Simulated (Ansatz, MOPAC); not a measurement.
Species: CH5GeO, net charge 0, doublet state. SMILES: [O]([GeH3])[CH2]

Atoms: C1, O2, Ge3, H4, H5, H6, H7, H8. Bonds: C1-O2, C1-H4, C1-H5, O2-Ge3, Ge3-H6, Ge3-H7, Ge3-H8.

Bond lengths (Å) and angles (degrees) optimised at AM1 with MOPAC; PM3 with MOPAC; B3LYP/LANL2DZ with Ansatz (an electronic-structure program); MP2/6-31G* with LANL2DZ past Ar with Ansatz, each started from the B3LYP-D3(BJ)/def2-TZVP structure (Ansatz) of the last column. A row stands for all coordinates that are equal there; 10 of 17 kinds are shown. 6-31G* holds six Cartesian d functions. No wavenumbers were computed at B3LYP/LANL2DZ, MP2/6-31G* with LANL2DZ past Ar, so these may be saddle points.

```tsv
coordinate	AM1	PM3	B3LYP/LANL2DZ	MP2/6-31G* with LANL2DZ past Ar	B3LYP-D3(BJ)/def2-TZVP
C1-O2	1.324	1.320	1.386	1.371	1.354
C1-H4	1.094	1.084	1.090	1.089	1.086
C1-H5	1.094	1.081	1.084	1.083	1.081
O2-Ge3	1.896	1.823	1.810	1.799	1.807
Ge3-H6	1.541	1.514	1.548	1.548	1.539
Ge3-H7	1.540	1.515	1.536	1.539	1.530
Ge3-H8	1.542	1.514	1.545	1.545	1.537
C1-O2-Ge3	109.6	111.0	127.3	118.0	119.7
O2-C1-H4	120.7	121.6	119.9	118.1	119.4
O2-C1-H5	116.0	113.8	114.9	113.4	114.9
```

Mean signed difference of all 7 bond lengths from B3LYP-D3(BJ)/def2-TZVP: AM1 0.014 Å, PM3 -0.012 Å, B3LYP/LANL2DZ 0.009 Å, MP2/6-31G* with LANL2DZ past Ar 0.006 Å.
